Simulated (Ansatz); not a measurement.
Gas-phase electronic energies from Ansatz, PBE0-D4/def2-TZVP geometries. CCSD(T)/CBS is the MP2 limit (def2-TZVPP, def2-QZVPP) plus CCSD(T) − MP2 in def2-TZVPP, frozen cores. This one scheme is used for every species. Functionals use def2-TZVPP. B3LYP here is the variant with VWN-RPA as its local correlation; programs differ in this. One conformer a species, not always the lowest.

`C=C[SiH](C)O` + `C=CCS` → `C=CCSC=C` + `C[SiH2]O`  (substitution at a C–Si bond)

```json
{"level": "PBE0-D4", "ΔE (eV)": "0.26"}
{"level": "B3LYP-D4", "ΔE (eV)": "0.28"}
{"level": "B2PLYP", "ΔE (eV)": "0.29"}
{"level": "r2SCAN", "ΔE (eV)": "0.25"}
{"level": "B3LYP", "ΔE (eV)": "0.29"}
{"level": "HF/def2-TZVPP", "ΔE (eV)": "0.40"}
{"level": "SCS-MP2/def2-TZVPP", "ΔE (eV)": "0.29"}
{"level": "CCSD(T)/def2-TZVPP", "ΔE (eV)": "0.33"}
```

(1) What does CCSD(T)/CBS give? (Best estimate.)

Largest T1 diagnostic among the species: 0.012.

Results:

(1) The calculation gave: +0.31 eV. The listed levels differ from it by -0.05, -0.03, -0.02, -0.06, -0.02, 0.09, -0.02, 0.02 eV.

From PBE to PBE0 (25 % exact exchange), in def2-TZVPP and without D4, ΔE moves by +0.05 eV. In def2-TZVPP, CCSD(T) changes the Hartree–Fock value by −0.07 eV (the triples alone add −0.03 eV) and MP2 by −0.13 eV.
